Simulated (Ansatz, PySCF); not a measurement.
Molecule: sum formula HBO$_{2}$Cl, net charge -1, singlet state. It need not be the lowest isomer of its formula. Whether it binds its extra electron was not tested at this geometry. 
Geometry from a B3LYP-D3(BJ)/def2-TZVP (Ansatz, a quantum-chemistry and plane-wave program) optimisation:
SMILES: OB(Cl)[O-]
```xyz
5

B      0.3376    -0.6097     0.1899
Cl    -0.3642     1.2753    -0.2916
O      1.5157    -0.7762     0.5772
O     -0.7657    -1.4410    -0.0342
H     -1.4962    -0.8935    -0.3367
```
Charge -1, spin multiplicity 1.

Total electronic energies in hartree. Cores are frozen in the correlated levels unless marked. No spin-orbit coupling. Non-relativistic unless marked X2C. CBS(X,Y): correlation extrapolated as X^-3; Hartree-Fock from the larger set. The bracket is a focal-point correction in the basis named.

```json
[
 {"level": "HF/6-31G", "program": "Ansatz", "energy (Eh)": "-634.55422"},
 {"level": "HF/cc-pV(D+d)Z", "program": "Ansatz", "energy (Eh)": "-634.67546"},
 {"level": "revPBE-D4/def2-TZVPD", "program": "Ansatz + dftd4", "energy (Eh)": "?"},
 {"level": "TPSSh-D4/def2-TZVPD", "program": "PySCF + dftd4", "energy (Eh)": "?"},
 {"level": "r2SCANh/def2-TZVPD", "program": "Ansatz", "energy (Eh)": "-636.25976"},
 {"level": "M06-2X/def2-TZVPD", "program": "PySCF", "energy (Eh)": "-636.31517"},
 {"level": "CAM-B3LYP/def2-TZVPD", "program": "PySCF", "energy (Eh)": "?"},
 {"level": "LC-wPBE-D4/def2-TZVPD", "program": "Ansatz + dftd4", "energy (Eh)": "-636.15678"},
 {"level": "LC-wPBE/def2-TZVPD", "program": "Ansatz", "energy (Eh)": "-636.15255"},
 {"level": "B2GP-PLYP/def2-TZVPD", "program": "Ansatz", "energy (Eh)": "-636.06699"},
 {"level": "B2PLYP/def2-TZVPD", "program": "Ansatz", "energy (Eh)": "-636.14632"},
 {"level": "MP2/STO-3G", "program": "Ansatz", "energy (Eh)": "-627.38621"},
 {"level": "MP2/6-31G", "program": "Ansatz", "energy (Eh)": "-634.90158"},
 {"level": "RI-MP2/CBS(aug-cc-pV(T+d)Z,aug-cc-pV(Q+d)Z)", "program": "Ansatz", "energy (Eh)": "-635.6699"},
 {"level": "SCS-MP2/cc-pwCVTZ", "program": "Ansatz", "energy (Eh)": "-635.52613"},
 {"level": "CCSD/6-31G*", "program": "Ansatz", "energy (Eh)": "-635.22340"},
 {"level": "CCSD/cc-pV(D+d)Z", "program": "Ansatz", "energy (Eh)": "-635.29063"},
 {"level": "CCSD(T)/6-31G*", "program": "Ansatz", "energy (Eh)": "-635.23830"},
 {"level": "CCSD(T)/cc-pVDZ", "program": "PySCF", "energy (Eh)": "-635.30142"},
 {"level": "CCSD(T)/aug-cc-pV(T+d)Z", "program": "Ansatz", "energy (Eh)": "-635.60371"},
 {"level": "CCSD(T)/cc-pV(T+d)Z", "program": "Ansatz", "energy (Eh)": "-635.57629"},
 {"level": "X2C-CCSD(T)/cc-pVTZ-DK", "program": "Ansatz", "energy (Eh)": "-637.09346"},
 {"level": "RI-MP2/CBS(aug-cc-pV(T+d)Z,aug-cc-pV(Q+d)Z)+[CCSD(T)-MP2]/aug-cc-pV(T+d)Z", "program": "Ansatz", "energy (Eh)": "-635.7172"}
]
```

**Question.** What belongs in the gaps?

**Answer.** 
- revPBE-D4/def2-TZVPD, energy (Eh): -636.26276
- TPSSh-D4/def2-TZVPD, energy (Eh): -636.40607
- CAM-B3LYP/def2-TZVPD, energy (Eh): -636.34772
